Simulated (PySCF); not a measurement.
CH₄BrClOSi, SMILES Cl[Si](Br)(C)O.

Geometry optimised at PBE-D3(BJ)/def2-SVP. The structure was generated by enumeration, and PubChem lists no compound with its InChIKey, so it may never have been made. Other conformers were not sampled.

Two levels are set side by side: PBE/def2-TZVP (PySCF) and PBE0/def2-TZVP (PySCF). Same geometry, gas phase. Differences are taken from unrounded values.

```json
[
 {"quantity": "orbital gap (eV)", "PBE0": "8.58", "PBE": "6.28", "PBE minus PBE0": "-2.31"},
 {"quantity": "highest occupied level (eV)", "PBE0": "-8.53", "PBE": "-7.18", "PBE minus PBE0": "1.35"},
 {"quantity": "lowest empty level (eV)", "PBE0": "0.06", "PBE": "-0.90", "PBE minus PBE0": "-0.96"},
 {"quantity": "dipole moment (D)", "PBE0": "0.99", "PBE": "0.99", "PBE minus PBE0": "0.01"},
 {"quantity": "mean polarisability (bohr³)", "PBE0": "70.3", "PBE": "72.9", "PBE minus PBE0": "2.7"}
]
```

PBE's occupied levels lie high since its potential decays too fast outside the molecule; exact exchange lowers them and widens the gap. Loosely held outer electrons make PBE densities more polarisable. Differences between two approximate levels are no errors against the true value.

Rough cost on one machine, each run with all the roots and properties that it gave: PBE0 against PBE within a factor of 2.
